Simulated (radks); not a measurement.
The rhenium ion Re+, configuration [Xe] 4f14 5d5 6s1. Calculated with a radial shooting solver on a logarithmic mesh with Libxc functionals: Dirac Kohn-Sham, relativistic LDA (MacDonald-Vosko exchange, VWN5 correlation), spin-unpolarised, spherical densities, finite nucleus; open shells fill j = l - 1/2 first; Fermi nuclear charge, rms radius 5.3698 fm.

Normalised radial functions P(r) = r R(r) (large component), r in bohr:

| r | 5d3/2 | 6p3/2 |
|---|---|---|
| 0.002324 | 0.0001 | 0.0015 |
| 0.002728 | 0.0001 | 0.0020 |
| 0.003176 | 0.0002 | 0.0027 |
| 0.003727 | 0.0003 | 0.0036 |
| 0.004338 | 0.0004 | 0.0047 |
| 0.005091 | 0.0006 | 0.0062 |
| 0.005927 | 0.0008 | 0.0081 |
| 0.006955 | 0.0012 | 0.0106 |
| 0.008097 | 0.0018 | 0.0135 |
| 0.009502 | 0.0027 | 0.0174 |
| 0.01106 | 0.0039 | 0.0220 |
| 0.01298 | 0.0058 | 0.0277 |
| 0.01511 | 0.0085 | 0.0341 |
| 0.01773 | 0.0124 | 0.0417 |
| 0.02081 | 0.0181 | 0.0501 |
| 0.02423 | 0.0255 | 0.0582 |
| 0.02843 | 0.0363 | 0.0661 |
| 0.0331 | 0.0501 | 0.0719 |
| 0.03884 | 0.0690 | 0.0748 |
| 0.04522 | 0.0916 | 0.0727 |
| 0.05306 | 0.1202 | 0.0636 |
| 0.06177 | 0.1511 | 0.0469 |
| 0.07249 | 0.1851 | 0.0206 |
| 0.08439 | 0.2146 | -0.0114 |
| 0.09904 | 0.2362 | -0.0485 |
| 0.1153 | 0.2401 | -0.0806 |
| 0.1353 | 0.2178 | -0.1023 |
| 0.1575 | 0.1650 | -0.1031 |
| 0.1848 | 0.0746 | -0.0772 |
| 0.2152 | -0.0384 | -0.0276 |
| 0.2525 | -0.1688 | 0.0411 |
| 0.294 | -0.2793 | 0.1052 |
| 0.345 | -0.3517 | 0.1488 |
| 0.4016 | -0.3549 | 0.1499 |
| 0.4713 | -0.2772 | 0.1011 |
| 0.5531 | -0.1222 | 0.0095 |
| 0.6439 | 0.0755 | -0.0958 |
| 0.7556 | 0.3035 | -0.1956 |
| 0.8796 | 0.5056 | -0.2525 |
| 1.032 | 0.6723 | -0.2525 |
| 1.202 | 0.7688 | -0.1904 |
| 1.41 | 0.7998 | -0.0686 |
| 1.642 | 0.7684 | 0.0818 |
| 1.927 | 0.6865 | 0.2507 |
| 2.243 | 0.5794 | 0.3965 |
| 2.632 | 0.4537 | 0.5118 |
| 3.064 | 0.3363 | 0.5697 |
| 3.596 | 0.2266 | 0.5688 |
| 4.186 | 0.1426 | 0.5134 |
| 4.912 | 0.0786 | 0.4137 |
| 5.719 | 0.0396 | 0.3023 |
| 6.711 | 0.0166 | 0.1920 |
| 7.813 | 0.0062 | 0.1097 |
| 9.168 | 0.0018 | 0.0523 |
| 10.67 | 0.0004 | 0.0221 |
| 12.53 | 0.0001 | 0.0074 |

5d3/2: eigenvalue -13.552 eV, 2 radial nodes at r = 0.205, 0.609 bohr, <r> = 1.82 bohr, 90 % of the charge inside 2.86 bohr. 6p3/2 (empty): eigenvalue -6.856 eV, 4 radial nodes at r = 0.0802, 0.230, 0.561, 1.52 bohr, <r> = 3.86 bohr, 90 % of the charge inside 5.67 bohr.
